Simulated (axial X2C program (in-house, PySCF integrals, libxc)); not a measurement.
# Which molecule has these constants?

Calculated with an in-house relativistic program for diatomic molecules, spin-free (one-electron X2C) or two-component (2c: spin–orbit coupling with atomic mean-field Coulomb and Gaunt terms, which also bring small scalar terms), in Dyall basis sets with cores contracted in-house; open shells are unrestricted.

A two-component PBE0 calculation in a Dyall 3-zeta basis gave Re = 1.604 Å, ωe = 856.9 cm⁻¹, De = 3.55 eV, dipole magnitude 0.75 D, Ω = 3/2.

**Question.** Which molecule is it?
A. CS
B. LiS
C. SF
D. BS
E. BeS

**Answer.** C. The others have LiS 2.149 Å and 580.6 cm⁻¹ (Ω = 3/2); BeS 1.737 Å and 1022.2 cm⁻¹ (Ω = 0); CS 1.533 Å and 1325.8 cm⁻¹ (Ω = 0); BS 1.610 Å and 1199.6 cm⁻¹ (Ω = 1/2).

Each entry is the lowest single determinant of a limited PBE0 search at one distance. De goes to single-determinant-based atoms at the same level (for ions the charge split of lowest energy) and is withheld (n/a) where an atom does not fit its ground term or J level. Main or longest-lived isotopes. Some light 2c atoms are not at their ground J level, so De misses part of their lowering (0.04 eV or less). The functionals have no current term, which raises determinants with orbital currents.
